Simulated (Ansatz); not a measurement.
Program: Ansatz 0.2.0.

A structure relaxed at PBE0-D4/def2-TZVP, charge 0, multiplicity 1:

```xyz
25

C     0.177    0.947    2.617
C     1.549    1.405    2.158
C     2.411    0.264    1.610
C     1.837   -0.364    0.430
C     1.339   -0.859   -0.547
C     0.700   -1.455   -1.710
C    -0.826   -1.353   -1.672
C    -1.336    0.078   -1.690
C    -2.850    0.162   -1.610
H    -0.415    1.785    2.993
H    -0.374    0.485    1.795
H     0.257    0.208    3.419
H     1.447    2.171    1.383
H     2.087    1.870    2.991
H     2.551   -0.493    2.391
H     3.409    0.643    1.366
H     0.995   -2.508   -1.782
H     1.075   -0.969   -2.619
H    -1.193   -1.861   -0.774
H    -1.232   -1.899   -2.530
H    -0.888    0.626   -0.855
H    -0.984    0.573   -2.602
H    -3.195    1.198   -1.630
H    -3.322   -0.362   -2.447
H    -3.220   -0.293   -0.687
```

Give its formula and SMILES.

C9H16, `CCCC#CCCCC`.

Point group (tolerance 0.08 Å, 0.16 Å for H)?

C1.

Summarise the bond lengths by kind.

8 × C–C 1.203 to 1.531 Å; 16 × C–H 1.092 to 1.097 Å.
